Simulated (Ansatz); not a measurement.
System: CH3Se2, charge 0, doublet. CH3Se2 (SMILES C[Se][Se], doublet).
B3LYP-D3(BJ)/def2-TZVP minimum from Ansatz (a first-principles code):
```
C
H 1 1.0861
H 1 1.0861 2 110.76
H 1 1.0892 2 110.73 3 123.24
Se 1 1.9722 2 108.72 3 -119.39
Se 5 2.2540 1 102.79 2 60.33
```
Charge 0, spin multiplicity 2.

Atomisation energy term by term, kcal/mol (programs: Ansatz). UHF or UKS for unpaired electrons; spin-orbit terms are left out. Cores are frozen in correlated methods (noble-gas shells, and filled d and f shells in the p block). No relativity. CBS(X,Y): correlation extrapolated as X^-3, Hartree-Fock from the larger set. A bracket is a step between two methods taken in the basis named. Where a partner has so few electrons that a lower coupled-cluster level is exact, that level stands in.

```csv
term,basis,kcal/mol
Hartree-Fock,cc-pVQZ,303.33
CCSD correlation,"CBS(cc-pVTZ,cc-pVQZ)",124.45
(T),"CBS(cc-pVTZ,cc-pVQZ)",10.32
CCSDT(Q) - CCSD(T),cc-pVDZ,0.82
sum: De,,438.9
```
